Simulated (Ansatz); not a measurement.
One change: `N[SiH](Br)CO` becomes `N[SiH](C=O)CO`.

Ansatz, PBE0-D4/def2-TZVP geometries, multiplicity 1. Each molecule was computed in one conformer, which needn't be the lowest.

Scalar relativity is left out up to krypton.

```json
{"property": "HOMO–LUMO gap (PBE/def2-TZVPP) / eV", "`N[SiH](Br)CO`": "5.49"}
{"property": "HOMO–LUMO gap (PBE0/def2-TZVPP) / eV", "`N[SiH](Br)CO`": "7.89"}
{"property": "size of the dipole moment (B3LYP/def2-TZVPP) / D", "`N[SiH](Br)CO`": "1.44"}
{"property": "HOMO energy (PBE/def2-TZVPP) / eV", "`N[SiH](Br)CO`": "-6.11"}
{"property": "HOMO energy (ωB97M-V/def2-TZVPP) / eV", "`N[SiH](Br)CO`": "-9.95"}
{"property": "LUMO energy (PBE/def2-TZVPP) / eV", "`N[SiH](Br)CO`": "-0.62"}
```

Q: What does the change do to each property? (Best estimate.)

A: Computed: 
| property | `N[SiH](C=O)CO` | shift |
| --- | --- | --- |
| HOMO–LUMO gap (PBE/def2-TZVPP) / eV | 2.65 | -2.84 |
| HOMO–LUMO gap (PBE0/def2-TZVPP) / eV | 5.24 | -2.65 |
| size of the dipole moment (B3LYP/def2-TZVPP) / D | 2.73 | 1.29 |
| HOMO energy (PBE/def2-TZVPP) / eV | -5.23 | 0.88 |
| HOMO energy (ωB97M-V/def2-TZVPP) / eV | -9.01 | 0.94 |
| LUMO energy (PBE/def2-TZVPP) / eV | -2.58 | -1.96 |

With PBE0 the HOMO rises by 0.93 eV and the LUMO falls by 1.71 eV, so the gap narrows by about 2.64 eV. PBE moves the HOMO by 0.88 eV and ωB97M-V by 0.94 eV. Dipoles are sizes alone; their direction can turn.

B3LYP here is the variant with VWN-RPA as its local correlation; programs differ in this.

Spin–orbit coupling is left out; it splits and shifts lone-pair levels of the heavy atoms by tenths of an eV.
